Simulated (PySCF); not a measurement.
Si(All)(H)2(OH) (C3H8OSi), SMILES C=CC[SiH2]O.

Coordinates come from a PBE0-D3(BJ)/def2-SVP optimisation. The values are those of a single conformer.

The numbers are results of HF/def2-TZVP in PySCF, not measurements.

Isolated molecule, no solvent.

Computed frontier levels, gap, dipole moment and polarisability:
| Item | Result |
|---|---|
| highest occupied level | -9.59 eV |
| lowest empty level | 3.19 eV |
| orbital gap | 12.77 eV |
| dipole moment | 0.274 e·Å |
| quadrupole, principal values (traceless, Buckingham form, about the centre of nuclear charge) | -7.67, 0.58, 7.09 D·Å |
| mean static polarisability | 62.2 bohr³ (9.21 Å³) |
| polarisability, principal values | 52.4, 55.8, 78.3 bohr³ |
